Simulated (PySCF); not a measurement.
H₃S (SMILES [SH3+]), charge +1, singlet, at a GFN2-xTB geometry; PySCF with MP2/6-31G.

Input for PySCF:
```python
from pyscf import gto, scf, mp

mol = gto.Mole()
mol.atom = '''
    S     0.008152   -0.006678    0.114753
    H    -0.525802    1.066360   -0.517771
    H     1.091325   -0.058028   -0.698085
    H    -0.695957   -0.901485   -0.620200
'''
mol.basis = '6-31g'
mol.charge = 1
mol.spin = 0
mol.verbose = 4
mol.build()

mf = scf.UHF(mol)
mf.kernel()

pt = mp.MP2(mf)
pt.kernel()
print('E(MP2) = %.10f' % pt.e_tot)
mf.analyze()
```

### Question
Write the output that PySCF gives for this input, abridged.

### Answer

```
PySCF version 2.14.0

[INPUT] verbose = 4
[INPUT] num. atoms = 4
[INPUT] num. electrons = 18
[INPUT] charge = 1
[INPUT] spin (= nelec alpha-beta = 2S) = 0
[INPUT] symmetry False subgroup None
[INPUT] Mole.unit = angstrom
[INPUT] Symbol           X                Y                Z      unit          X                Y                Z       unit  Magmom
[...]
nuclear repulsion = 19.5454587616783
number of shells = 13
number of NR pGTOs = 58
number of NR cGTOs = 19
basis = 6-31g
ecp = {}

******** <class 'pyscf.scf.uhf.UHF'> ********
method = UHF
initial guess = minao
damping factor = 0
level_shift factor = 0
DIIS = <class 'pyscf.scf.diis.CDIIS'>
diis_start_cycle = 1
diis_space = 8
diis_damp = 0
SCF conv_tol = 1e-09
SCF conv_tol_grad = None
SCF max_cycles = 50
direct_scf = True
direct_scf_tol = 1e-13
number electrons alpha = 9  beta = 9
Set gradient conv threshold to 3.16228e-05
init E= -399.187547253636
cycle= 1 E= -398.840568470812  delta_E= 0.347  |g|=  0.2  |ddm|= 1.06
cycle= 2 E= -398.874055331569  delta_E= -0.0335  |g|= 0.0385  |ddm|= 0.376
cycle= 3 E= -398.875258973508  delta_E= -0.0012  |g|= 0.00989  |ddm|= 0.0668
cycle= 4 E= -398.875340313317  delta_E= -8.13e-05  |g|= 0.00172  |ddm|= 0.0207
cycle= 5 E= -398.875345048056  delta_E= -4.73e-06  |g|= 0.00034  |ddm|= 0.0064
cycle= 6 E= -398.875345283487  delta_E= -2.35e-07  |g|= 0.000154  |ddm|= 0.000982
cycle= 7 E= -398.875345349969  delta_E= -6.65e-08  |g|= 7.94e-05  |ddm|= 0.000526
cycle= 8 E= -398.875345373772  delta_E= -2.38e-08  |g|= 8.93e-06  |ddm|= 0.000479
cycle= 9 E= -398.875345373948  delta_E= -1.77e-10  |g|= 1.19e-06  |ddm|= 4.25e-05
Extra cycle  E= -398.87534537395  delta_E= -2.27e-12  |g|= 4.39e-07  |ddm|= 2.84e-06
converged SCF energy = -398.87534537395  <S^2> = 1.2949641e-12  2S+1 = 1

******** <class 'pyscf.mp.ump2.UMP2'> ********
nocc = (np.int64(9), np.int64(9)), nmo = (19, 19)
E(UMP2) = -398.944001558323  E_corr = -0.0686561843725524
E(SCS-UMP2) = -398.950690850081  E_corr = -0.0753454761307535
E_corr(same-spin) = -0.00812532128804932
E_corr(oppo-spin) = -0.0605308630845031
E(MP2) = -398.9440015583
**** SCF Summaries ****
Total Energy =                        -398.875345373950438
Nuclear Repulsion Energy =              19.545458761678269
One-electron Energy =                 -583.549667293289986
Two-electron Energy =                  165.128863157661243
Two-electron Coulomb Energy =          190.887594682738694
DFT Exchange-Correlation Energy =      -25.758731525077451
**** MO energy ****
                             alpha | beta                alpha | beta
[...]
To work with the spin densities directly, `use mulliken_meta_spin()` only printing them here.

 ** Mulliken spin pop alpha/beta on meta-lowdin orthogonal AOs **
 ** Mulliken Spin Density (per AO)  **
spin_pop of  0 S 1s       -0.00000
spin_pop of  0 S 2s        0.00000
spin_pop of  0 S 3s       -0.00000
spin_pop of  0 S 4s        0.00000
spin_pop of  0 S 2px       0.00000
spin_pop of  0 S 2py       0.00000
spin_pop of  0 S 2pz       0.00000
spin_pop of  0 S 3px       0.00000
spin_pop of  0 S 3py       0.00000
spin_pop of  0 S 3pz       0.00000
spin_pop of  0 S 4px       0.00000
spin_pop of  0 S 4py       0.00000
spin_pop of  0 S 4pz       0.00000
spin_pop of  1 H 1s       -0.00000
spin_pop of  1 H 2s        0.00000
spin_pop of  2 H 1s       -0.00000
spin_pop of  2 H 2s        0.00000
spin_pop of  3 H 1s       -0.00000
spin_pop of  3 H 2s        0.00000
 ** Mulliken Spin Density (per atom)  **
spin density of  0 S =      0.00000
spin density of  1 H =     -0.00000
spin density of  2 H =     -0.00000
spin density of  3 H =     -0.00000
 ** Mulliken pop alpha/beta on meta-lowdin orthogonal AOs **
 ** Mulliken pop       alpha | beta **
[...]
In total             9.00000 | 9.00000
 ** Mulliken atomic charges   ( Nelec_alpha | Nelec_beta ) **
charge of  0S =      0.42211  (     7.78895      7.78895 )
charge of  1H =      0.19263  (     0.40368      0.40368 )
charge of  2H =      0.19263  (     0.40368      0.40368 )
charge of  3H =      0.19263  (     0.40368      0.40368 )

WARN: System has nonzero charge 1; the dipole moment is origin-dependent.
Location of origin: [0. 0. 0.]

Dipole moment(X, Y, Z, Debye): -0.17851,  0.14623, -2.51286
```
